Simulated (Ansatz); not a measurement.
`[Cl][GaH2]` + `C=N` → `C=[N][GaH2]` + HCl at 500 K and 1 bar (ligand exchange at a Ga–Cl bond).

Gas-phase electronic energies from Ansatz, PBE0-D4/def2-TZVP geometries. CBS: MP2 limit from def2 TZ/QZ plus the TZ coupled-cluster correction, frozen cores. This one scheme is used for every species. For Ga outer-core shells are correlated without core-valence functions, which leaves a few kJ/mol of doubt a bond. Scalar relativity is left out up to krypton.

```json
{"species": "`[Cl][GaH2]`", "CCSD(T)/CBS energy (Eh)": "-2384.95520", "H − E (kJ/mol)": "61.3", "S (J/(mol·K))": "294.0"}
{"species": "`C=N`", "CCSD(T)/CBS energy (Eh)": "-94.52360", "H − E (kJ/mol)": "124.2", "S (J/(mol·K))": "249.5"}
{"species": "`C=[N][GaH2]`", "CCSD(T)/CBS energy (Eh)": "-2019.05960", "H − E (kJ/mol)": "145.8", "S (J/(mol·K))": "344.1"}
{"species": "HCl", "CCSD(T)/CBS energy (Eh)": "-460.38127", "H − E (kJ/mol)": "32.5", "S (J/(mol·K))": "201.9"}
```

H − E and S are ideal-gas, rigid-rotor, harmonic terms from PBE0-D4/def2-TZVP. 1 Eh = 2625.50 kJ/mol, R = 8.31446 J/(mol·K).

Problem. By hand: ΔE, ΔH, ΔS and ΔG.

Solution. ΔE = (-2019.05960) + (-460.38127) − (-2384.95520) − (-94.52360) = 0.03793 Eh = 99.6 kJ/mol. Δ(H − E) = 145.8 + 32.5 − 61.3 − 124.2 = -7.2, so ΔH = 92.4 kJ/mol. ΔS = 344.1 + 201.9 − 294.0 − 249.5 = 2.5 J/(mol·K). ΔG = 92.4 − 500 × (2.5)/1000 = 91.2 kJ/mol.

Problem. By hand: the equilibrium constant, and the temperature at which ΔG would vanish if ΔH and ΔS stayed fixed.

Solution. log₁₀ K = −ΔG/(RT ln 10) = -9.5. ΔG = 0 at ΔH/ΔS = 36960 K, far beyond where these terms or the molecules hold.

The number of gas molecules stays the same, so ΔS is small and ΔH decides. A doubt of 5 kJ/mol in ΔE shifts log₁₀ K by 0.5 here. These are equilibria of isolated gas molecules and say nothing of rates. Largest T1 diagnostic: 0.017 (customary marks: 0.02 for closed shells, 0.045 for open ones).
